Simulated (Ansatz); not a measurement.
Molecule: CdF, charge 0, multiplicity 2. SMILES: [Cd][F]
Geometry from a B3LYP-D3(BJ)/def2-TZVP (Ansatz, an electronic-structure program) optimisation:
```xyz
2

Cd     0.0000     0.0000    -0.3189
F      0.0000     0.0000     1.7008
```
Charge 0, spin multiplicity 2.

Quantity: size of the dipole moment, in D. Conventions: STO-3G and 3-21G all-electron and non-relativistic; no spin-orbit coupling; def2 sets with scalar-relativistic core potentials past Kr; open shells spin-unrestricted; six Cartesian d functions in 6-31G* and its kin unless marked 5d; LANL2DZ with its own core potentials from Na on. Ab initio and DFT rows: single points at B3LYP-D3(BJ) geometries (Ansatz).

```json
[
 {"level": "SVWN5/6-31G* with LANL2DZ past Ar", "program": "Ansatz", "size of the dipole moment (D)": "2.88"},
 {"level": "PBE/STO-3G", "program": "Ansatz", "size of the dipole moment (D)": "1.20"},
 {"level": "PBE/3-21G", "program": "Ansatz", "size of the dipole moment (D)": "2.26"},
 {"level": "PBE/LANL2DZ", "program": "Ansatz", "size of the dipole moment (D)": "3.52"},
 {"level": "PBE/def2-SVP", "program": "Ansatz", "size of the dipole moment (D)": "2.83"},
 {"level": "PBE/6-31G* with LANL2DZ past Ar", "program": "Ansatz", "size of the dipole moment (D)": "2.86"},
 {"level": "BLYP/6-31G* with LANL2DZ past Ar", "program": "Ansatz", "size of the dipole moment (D)": "2.80"},
 {"level": "B3LYP/STO-3G", "program": "Ansatz", "size of the dipole moment (D)": "1.57"},
 {"level": "B3LYP/3-21G", "program": "Ansatz", "size of the dipole moment (D)": "2.65"},
 {"level": "B3LYP/LANL2DZ", "program": "Ansatz", "size of the dipole moment (D)": "3.84"},
 {"level": "B3LYP/def2-SVP", "program": "Ansatz", "size of the dipole moment (D)": "3.19"},
 {"level": "B3LYP/6-31G* with LANL2DZ past Ar", "program": "Ansatz", "size of the dipole moment (D)": "3.18"},
 {"level": "PBE0/6-31G* with LANL2DZ past Ar", "program": "Ansatz", "size of the dipole moment (D)": "3.29"}
]
```

No value to compare with is used here. The 13 habitual levels span 1.20 (PBE/STO-3G) to 3.84 D (B3LYP/LANL2DZ).

The levels are drawn from those run, B3LYP/6-31G* more often than the rest, none by its result; runs whose electronic state is in doubt are left out.
